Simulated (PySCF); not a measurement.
SMILES Cl[SiH2][SiH2]Br (H4BrClSi2), singlet (CAM-B3LYP/def2-SVP optimised geometry):

```
8

Cl     1.809    -2.063     0.003
Si     1.187    -0.079     0.000
Si    -1.151    -0.079     0.000
Br    -1.809     2.063     0.000
H      1.717     0.594     1.213
H      1.717     0.590    -1.215
H     -1.695    -0.740    -1.213
H     -1.695    -0.740     1.213
```

Calculation: CAM-B3LYP/def2-TZVP in PySCF 2.14.0.

Question: What are the frontier orbital energies and the dipole moment?

Answer: HOMO-2 -10.57 eV, HOMO-1 -9.94 eV, HOMO -9.33 eV, LUMO -0.14 eV, LUMO+1 1.02 eV; dipole moment 0.06 D.

Meta-Löwdin charges at CAM-B3LYP/def2-TZVP: Cl1 -0.31, Si2 0.48, Si3 0.42, Br4 -0.28, H5 -0.08, H6 -0.08, H7 -0.08, H8 -0.08.
